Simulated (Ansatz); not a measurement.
Consider the redistribution: `[F][Zn][O][SiH3]` + `CBN` → `[NH2][Zn][O][SiH3]` + `CBF`.

Gas-phase electronic energies from Ansatz, PBE0-D4/def2-TZVP geometries. CCSD(T)/CBS is the MP2 limit (def2-TZVPP, def2-QZVPP) plus CCSD(T) − MP2 in def2-TZVPP, frozen cores. This one scheme is used for every species. Functionals use def2-TZVPP. For Zn outer-core shells are correlated without core-valence functions, which leaves a few kJ/mol of doubt a bond. Scalar relativity is left out up to krypton. Each species was taken in one conformer, which may not be the lowest.

(1) Is it downhill or uphill in electronic energy at CCSD(T)/CBS, and by how much? (Estimate.)

(2) What do these levels give: r2SCANh-D4, B2PLYP, LC-ωPBE, CCSD/def2-SVP, CCSD(T)/def2-SVP, SCS-MP2/def2-QZVPP? (An estimate is asked.)

(3) What do rigid-rotor, harmonic-oscillator terms from PBE0-D4/def2-TZVP frequencies (298.15 K, 1 bar) make of the CCSD(T)/CBS value? (Estimate.)

Largest T1 diagnostic among the species: 0.017.

Answers

(1) Computed: Uphill: ΔE = +39.1 kJ/mol.

(2) The calculation gave: r2SCANh-D4 34.9, B2PLYP 34.9, LC-ωPBE 39.1, CCSD/def2-SVP 49.4, CCSD(T)/def2-SVP 48.1, SCS-MP2/def2-QZVPP 38.2 kJ/mol.

(3) Ansatz gave: ΔZPE = -7.0 kJ/mol, ΔH = +34.5 kJ/mol, ΔS = 27 J/(mol·K), ΔG = +26.5 kJ/mol. Modes under 50 cm⁻¹ make the entropy rough.

At CCSD(T), def2-SVP lies +8.9 kJ/mol from the extrapolated value and def2-TZVPP −5.6 kJ/mol. Leaving LDA and LC-ωPBE aside and taking each functional with its dispersion term where it has one, the values, not all of them listed here, spread over 3.6 kJ/mol, from r2SCAN-D4 to revPBE-D4. LDA lies −4.2 kJ/mol from PBE without D4. In def2-TZVPP, CCSD(T) changes the Hartree–Fock value by −7.6 kJ/mol (the triples alone add −1.5 kJ/mol) and MP2 by −10.2 kJ/mol.
